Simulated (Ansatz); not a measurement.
Reaction (substitution at a C–Si bond): `CC[SiH2]O[SiH3]` + `[CH3][SnH]([OH])[F]` → `CC[O][SnH]([CH3])[F]` + `[SiH3]O[SiH3]`

Isolated molecules relaxed with PBE0-D4/def2-TZVP in Ansatz; ΔE leaves out vibrations. CCSD(T)/CBS adds triple-zeta CCSD(T) − MP2 to the extrapolated MP2 energy (def2 sets, frozen cores). Elements past krypton have def2 core potentials. For Sn outer-core shells are correlated without core-valence functions, which leaves a few kJ/mol of doubt a bond. Each species was taken in one conformer, which may not be the lowest.

```
               species  CCSD(T)/CBS(def2) energy (Eh)
     `CC[SiH2]O[SiH3]`                     -735.54630
 `[CH3][SnH]([OH])[F]`                     -430.11060
`CC[O][SnH]([CH3])[F]`                     -508.61556
       `[SiH3]O[SiH3]`                     -657.01000
```

Problem. Work out ΔE.

Solution. ΔE = (-508.61556) + (-657.01000) − (-735.54630) − (-430.11060) = 0.03134 Eh = +19.7 kcal/mol.

Largest T1 diagnostic among the species: 0.013.

In def2-TZVPP, CCSD(T) changes the Hartree–Fock value by +2.5 kcal/mol (the triples alone add +0.1 kcal/mol) and MP2 by +4.0 kcal/mol.
